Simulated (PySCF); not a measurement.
SMILES [Cl][Pt-2]([Cl])([Cl])([Cl])([Cl])[Cl] (charge -2), B3LYP/def2-SVP optimised geometry.

```
7

Pt     0.00     0.00     0.00
Cl     0.00    -2.14    -1.09
Cl     2.40     0.00     0.00
Cl    -2.40     0.00     0.00
Cl     0.00     2.14     1.09
Cl     0.00     1.09    -2.14
Cl     0.00    -1.09     2.14
```

Density from B3LYP/def2-TZVPD, def2 effective core potentials past Kr (PySCF) at that geometry. The core electrons that the potentials of Pt replace are not part of the density.

Minimum of the electron density along straight lines between bonded atoms, close to the bond critical point (lines longer than 1.1 times the sum of covalent radii, or with two minima, are not listed):

```json
[
 {"bond": "Pt1–Cl2", "length / Å": "2.399", "ρ at the minimum / e bohr⁻³": "0.086", "∇²ρ there / e bohr⁻⁵": "0.14", "position (fraction from the first atom)": "0.49"},
 {"bond": "Pt1–Cl3", "length / Å": "2.399", "ρ at the minimum / e bohr⁻³": "0.086", "∇²ρ there / e bohr⁻⁵": "0.14", "position (fraction from the first atom)": "0.49"},
 {"bond": "Pt1–Cl4", "length / Å": "2.399", "ρ at the minimum / e bohr⁻³": "0.086", "∇²ρ there / e bohr⁻⁵": "0.14", "position (fraction from the first atom)": "0.49"},
 {"bond": "Pt1–Cl5", "length / Å": "2.399", "ρ at the minimum / e bohr⁻³": "0.086", "∇²ρ there / e bohr⁻⁵": "0.14", "position (fraction from the first atom)": "0.49"},
 {"bond": "Pt1–Cl6", "length / Å": "2.398", "ρ at the minimum / e bohr⁻³": "0.086", "∇²ρ there / e bohr⁻⁵": "0.14", "position (fraction from the first atom)": "0.49"},
 {"bond": "Pt1–Cl7", "length / Å": "2.398", "ρ at the minimum / e bohr⁻³": "0.086", "∇²ρ there / e bohr⁻⁵": "0.14", "position (fraction from the first atom)": "0.49"}
]
```
